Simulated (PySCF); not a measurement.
Species: C₄H₇F₂O₂S (doublet state).
Geometry (GFN2-xTB, Å), atoms numbered from 1 in this order:
```
atom  x, y, z in Å
C1    -0.4618    2.0794   -0.0318
C2    -0.3789    0.5966   -0.0690
O3    -1.5997   -0.0304    0.0347
C4    -1.6275   -1.3663    0.3043
F5    -2.7989   -1.6146    0.9163
F6    -0.6608   -1.7180    1.1809
S7     0.8417   -0.1015   -1.1892
C8     2.1503   -0.4006    0.0898
O9     0.3527   -1.4260   -1.5775
H10   -1.2622    2.4553   -0.6729
H11    0.4861    2.5014   -0.3527
H12   -0.6800    2.4161    0.9821
H13   -1.5448   -2.0155   -0.5814
H14    2.3627    0.5425    0.5776
H15    1.7824   -1.1340    0.7980
H16    3.0310   -0.7753   -0.4205
```

The hyperfine couplings belong to this conformer and change with its torsions.

Identity: `C[C](OC(F)F)[S@@](C)=O` [radical].

Method: UKS B3LYP, pcH-1 on C F H O S, non-relativistic, mean-field spin-orbit, GIAO in PySCF. Geometry: GFN2-xTB, one conformer, isolated molecule. A GFN2-xTB geometry isn't a minimum of the functional, and hyperfine couplings can be far from their values at a DFT geometry. The SCF solution wasn't tested for stability.

Problem. Where do the isotropic ENDOR lines of F6, F5, H10/H11/H12, H13 and H14/H15/H16 fall at 339.9 mT, to first order?

Solution. ν± = |νn ± a/2|, one line for each electron-spin manifold; νn = |g_N| × 7.62259 MHz/T × B.

| nuclei | isotope | g_N | νn (MHz) | a_iso (MHz) | lower line (MHz) | upper line (MHz) |
| --- | --- | --- | --- | --- | --- | --- |
| F6 | 19F | 5.2577 | 13.62 | -8.01 | 9.62 | 17.63 |
| F5 | 19F | 5.2577 | 13.62 | 6.32 | 10.46 | 16.78 |
| H10/H11/H12 | 1H | 5.5857 | 14.47 | 56.81 | 13.93 | 42.87 |
| H13 | 1H | 5.5857 | 14.47 | 11.13 | 8.91 | 20.04 |
| H14/H15/H16 | 1H | 5.5857 | 14.47 | 0.50 | 14.22 | 14.72 |

Problem. Which pairs are centred on the nuclear Larmor frequency, and which on half the coupling?

Solution. Centred on νn, since |a| < 2νn: F6, F5, H13 and H14/H15/H16. Centred on |a|/2 and split by 2νn: H10/H11/H12.

Class means assume fast exchange of nuclei equivalent by connectivity; if that motion is slow, each nucleus keeps its own coupling. The three 1H nuclei of mean +56.8 MHz run from 1.0 to 99.3 MHz in the frozen geometry. The three 1H nuclei of mean +0.5 MHz run from -1.6 to 4.2 MHz in the frozen geometry.

Time: 2.0 min (with the writing of density and orbital grids); peak memory 1.1 GiB. Hardware: an Arm Neoverse V1 with one thread, shared host.
